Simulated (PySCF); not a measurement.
FH3Ti, multiplicity 1.

```xyz
5

Ti     0.0000     0.0000    -0.4094
F      0.0000     0.0000     1.3218
H     -1.3831    -0.7985    -0.9631
H      1.3831    -0.7985    -0.9631
H      0.0000     1.5970    -0.9631
```

Geometry: PBE0-D3(BJ)/def2-TZVP. The spin state was assumed, not searched. The structure was generated by enumeration; whether it is a known compound was not checked.

Level of theory: HF/pcSseg-2 (PySCF). Non-relativistic, no solvent.

Computed absolute GIAO shielding of each atom: isotropic value and principal components (ppm):
| atom | σ(iso) | σ11 | σ22 | σ33 | span |
|---|---|---|---|---|---|
| Ti1 | -1121.8 | -2177.6 | -593.9 | -593.9 | 1583.7 |
| F2 | -49.3 | -328.6 | -328.6 | 509.2 | 837.7 |
| H3 | 24.1 | 9.2 | 28.7 | 34.4 | 25.2 |
| H4 | 24.1 | 9.2 | 28.7 | 34.4 | 25.2 |
| H5 | 24.1 | 9.2 | 28.7 | 34.4 | 25.2 |
